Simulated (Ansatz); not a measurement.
Job for Ansatz (a first-principles code): R-CCSD(T)/cc-pV(Q+d)Z on H2S2 (SMILES SS), a point of a torsion scan. Files ending in .json are basis or fitting sets from the Basis Set Exchange.

Ansatz 0.2 input:
```yaml
crystal:
  periodic: [false, false, false]
  atoms:
    - {symbol: S, position_ang: [-0.91542817, 0.56134041, 0.48470933]}
    - {symbol: S, position_ang: [0.91438337, 0.38496649, -0.48285780]}
    - {symbol: H, position_ang: [-1.51096545, -0.36077470, -0.26793164]}
    - {symbol: H, position_ang: [1.35352265, 1.57333686, -0.07527356]}
basis:
  gaussian:
    orbitals: cc-pV_Q+d_Z.json
magnetization: {spin_polarized: false}
correlation: {method: ccsd_t, electrons: outside_noble_gas}
scf: {lower_state_search: off}
```

Task: What total energy does the run end on?

Result: -796.7068 hartree (reference determinant -796.2641, T1 diagnostic 0.011).

Task: How many basis functions does it have, and what does it roughly cost on one machine?

Result: 188 functions; roughly 30 core-seconds.
